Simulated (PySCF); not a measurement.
**Computed vibrations of Gd(SH)3**

Gd(SH)3 (singlet in the valence; each metal's 4f electrons, 7 of them, lie in its core potential, out of spins and levels). PySCF 2.14.0, RKS PBE0, Gd lcecp-1-SVP with ECP53, S def2-SVP, H def2-SVP; non-relativistic Hamiltonian with scalar-relativistic core potentials where named; density fitting; no spin-orbit coupling. Central differences of gradients.

```xyz
7

Gd    0.0000    0.0000   -0.3474
S     2.4544    0.0000    0.5144
H     2.1395    0.0000    1.8297
S    -1.2272    2.1256    0.5144
H    -1.0697    1.8529    1.8297
S    -1.2272   -2.1256    0.5144
H    -1.0698   -1.8529    1.8297
```

Run from Python with OMP_NUM_THREADS=2. Where DIIS fails, smearing, a level shift and second-order steps follow.
It took 47 s on 2 threads of Arm Neoverse V1, with other jobs on the host.

(1) What are the harmonic wavenumbers and infrared intensities?

(2) Is this a minimum?

An lcecp potential fixes the number of 4f electrons, so in runs with it no electron can move into or out of that shell.

Results:

(1) Modes are labelled in C3v; negative numbers are unstable modes, those under 60 cm⁻¹ near the noise; a finer grid moves soft modes by up to 10 cm⁻¹.
| cm⁻¹ | km/mol | symmetry |
| --- | --- | --- |
| -276 | – | a2 |
| -188 | – | e |
| -188 | – | e |
| 68 | 18.6 | a1 |
| 85 | 4.6 | e |
| 85 | 4.6 | e |
| 300 | 21.6 | e |
| 300 | 21.6 | e |
| 308 | 13.7 | a1 |
| 337 | 70.4 | e |
| 337 | 70.4 | e |
| 382 | 29.0 | a1 |
| 2706 | 2.6 | e |
| 2706 | 2.6 | e |
| 2708 | 0.0 | a1 |

(2) No: 3 unstable; the lowest moves the atoms so:
```
Gd   0.00  0.00  0.00
S    0.00  0.02  0.00
H    0.00 -0.58  0.00
S   -0.01 -0.01  0.00
H    0.50  0.29  0.00
S    0.01 -0.01  0.00
H   -0.50  0.29  0.00
```
